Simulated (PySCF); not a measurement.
Gas-phase reaction: InF₃ + 3 ClF = InCl₃ + 6 F. Level: ωB97M-V/def2-TZVP†; standard pressure 1 bar.

Computed with PySCF and rigid-rotor harmonic-oscillator thermochemistry at 1 bar. † marks an energy on the PBE0/def2-TZVP geometry and frequencies. Open shells (unrestricted): F (multiplicity 2, electronic degeneracy 6); the rest are closed-shell singlets. Spin-orbit splitting is ignored; it lowers the true energy and changes the entropy of F. In: scalar-relativistic def2 core potential, no spin-orbit coupling. The harmonic model lacks anharmonicity and excited electronic states, which grow with temperature; levels with a mode under 35 cm⁻¹ are left out. Soft modes under 120 cm⁻¹ make the harmonic entropy rough for InCl₃.

```
T (K)  1000/T (1/K)  log10 K
-----  ------------  -------
1200         0.8333   -24.64
1400         0.7143   -18.33
1600         0.6250   -13.57
1800         0.5556    -9.87
2000         0.5000    -6.90
2500         0.4000        ?
```

Task: Fit log10 K = a + b·(1000/T) to the five rows, get the mean ΔH° and ΔS°, and predict log10 K at 2500 K.

Result: Means: 1000/T = 0.6456, log10 K = -14.662. Sums of products about the means: Sxy = -3.70878, Sxx = 0.069675, so b = Sxy/Sxx = -53.23 and a = -14.662 − (-53.23)×0.6456 = 19.71.
ΔH° = −R ln 10 × 1000 K × b = −19.145 × (-53.23) = 1019 kJ; ΔS° = R ln 10 × a = 377 J/K. The run's own values go from 1014 kJ and 374 J/K at 1200 K to 1032 kJ and 384 J/K at 2500 K.
Prediction at 2500 K: 19.71 + (-53.23)×0.4000 = -1.58. The computed value is -1.52, 0.06 from the line.
For scale, ΔH°(298 K) is 995 kJ at this level, 992 kJ at ωB97X-V/def2-TZVP†, and runs from 130 to 1499 kJ over the 18 levels computed.
